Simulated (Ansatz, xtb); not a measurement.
## Ranking isomers of C3H7B2F3

4 gas-phase structures of C3H7B2F3, from a drawn sample of its isomers (lower ones may exist). Each was relaxed with GFN2-xTB; where two conformers were screened, the lower at r2SCAN-D4/def2-SVP is listed:

A. `B[C@H](BC)C(F)(F)F`, a singlet
B. `BBCCC(F)(F)F`, a singlet
C. `BC(B)CC(F)(F)F`, a singlet
D. `BCBCC(F)(F)F`, a singlet

Make a reasoned guess at their ranking by r2SCAN-D4/def2-SVP single-point energy.

Calculated order at r2SCAN-D4/def2-SVP: A (0.0), D (1.2), C (14.9), B (18.9) kcal/mol.

Energies above the lowest of each column, in kcal/mol; the last columns are at B3LYP-D3(BJ)/def2-SVP geometries (a dash: not run or not comparable):

| structure | GFN2-xTB | HF/STO-3G | r2SCAN-D4/def2-SVP | B3LYP-D3(BJ)/def2-SVP | CCSD(T)/def2-SVP + ΔMP2/def2-TZVPP |
| --- | --- | --- | --- | --- | --- |
| A | 0.0 | 0.0 | 0.0 | 0.0 | 0.0 |
| D | 1.5 | 0.0 | 1.2 | 1.2 | 0.6 |
| C | 1.9 | 12.6 | 14.9 | 13.4 | 12.9 |
| B | 12.4 | 17.2 | 18.9 | 18.5 | – |

Every level run on A puts it lowest or level with the lowest. Flexible structures stand in one conformer each, not always the lowest. Frequencies (GFN2-xTB) were run for A, C, D alone. ΔMP2 is the change of the MP2 energy from the smaller to the larger basis.

Over these structures GFN2-xTB departs from r2SCAN-D4/def2-SVP by 4.9 kcal/mol on average once a common shift is removed. A GFN2-xTB relaxation took about 0.18 s and the r2SCAN-D4/def2-SVP energy about 2.1 s on a shared host (Ansatz 0.2.0, xtb 6.7.1).
